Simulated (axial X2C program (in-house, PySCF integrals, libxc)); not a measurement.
Ω levels of NPmO⁻ from open-shell CI on f(δφ)2 s1 f(π)0

Calculated with an in-house all-electron X2C program for linear molecules (integrals from PySCF): two-component X2C with atomic mean-field Coulomb and Gaunt terms, basis N dyall-v3z, Pm dyall-v3z, O dyall-v3z (cores contracted in-house). Orbitals come from Hartree–Fock averaged over the configuration Pm f(δφ)2 s1 f(π)0; CI then distributes these electrons over the f(δφ), s, f(π) shells of Pm.

N–Pm–O held linear, bonds 1.681 and 1.720 Å (the second held) (near the minimum of the configuration average).

Active spinors (ω > 0):

```csv
shell,ω,ε (eV),character
f(δφ),3/2,7.01,100% Pm f
f(δφ),5/2,7.11,100% Pm f
f(δφ),5/2,7.73,100% Pm f
f(δφ),7/2,7.81,100% Pm f
s,1/2,2.03,"84% Pm s, 11% Pm d"
f(π),1/2,9.43,"89% Pm f, 6% Pm p"
f(π),3/2,9.49,"91% Pm f, 4% Pm p"
```

Lowest levels of this model:

```csv
Ω,energy (cm⁻¹),g∥,configuration
7/2,0,4.11,100% f(δφ)2 s1
9/2,133,8.11,100% f(δφ)2 s1
11/2,3298,12.04,100% f(δφ)2 s1
9/2,3311,8.04,100% f(δφ)2 s1
1/2,5357,2.01,100% f(δφ)2 s1
13/2,5979,15.98,100% f(δφ)2 s1
11/2,6132,11.98,100% f(δφ)2 s1
3/2,7246,5.54,100% f(δφ)2 s1
1/2,7365,1.53,100% f(δφ)2 s1
1/2,13771,1.32,100% f(δφ)2 s1
3/2,13801,4.32,100% f(δφ)2 s1
1/2,13887,1.12,100% f(δφ)2 s1
5/2,14125,7.93,100% f(δφ)2 s1
3/2,14280,3.94,100% f(δφ)2 s1
1/2,16036,1.90,100% f(δφ)2 s1
1/2,17403,2.00,100% f(δφ)2 s1
3/2,21305,4.07,100% f(δφ)2 s1
9/2,25598,10.03,100% f(δφ)2 s1
7/2,25603,6.03,100% f(δφ)2 s1
13/2,27276,14.02,100% f(δφ)2 s1
11/2,27279,10.02,100% f(δφ)2 s1
```

g∥ is the magnitude of 2⟨Lz + ge Sz⟩ for the +Ω component.

Problem. From Ω and g∥ of the lowest level, whose 2⟨Lz + ge Sz⟩ is positive, find ⟨Sz⟩ and ⟨Lz⟩ (ge = 2.0023).

Solution. Ω = ⟨Lz⟩ + ⟨Sz⟩ = 7/2 and ⟨Lz⟩ + ge⟨Sz⟩ = 2.055, so ⟨Sz⟩ = -1.44 and ⟨Lz⟩ = 4.94.

Occupations of the active spinors in the lowest level by ω, shell by shell in order of energy: -7/2: 0.00; -5/2: 0.00 0.00; -3/2: 0.00 0.00; -1/2: 1.00 0.00; 1/2: 0.00 0.00; 3/2: 1.00 0.00; 5/2: 0.54 0.46; 7/2: 0.00. The leading determinant has weight 0.54 among 26.

This point took 7.4 s on 1 thread of Arm Neoverse N1, with other jobs on the host.

Dynamic correlation is missing, so gaps between terms are too wide and other configurations may lie lower; the lowest level listed is that of this model, not necessarily the ground state. At most 6 roots were kept for each Ω > 0 (twice that for Ω = 0) within 3.5 eV of the lowest, so higher up levels can be missing between those listed; levels with Ω > 0 are doubly degenerate and listed once, Ω = 0 levels singly. States that fill the shells left empty in the average are placed too high. For an anion, levels above electron detachment are held by the basis set. The molecule was held linear; bending was not examined.
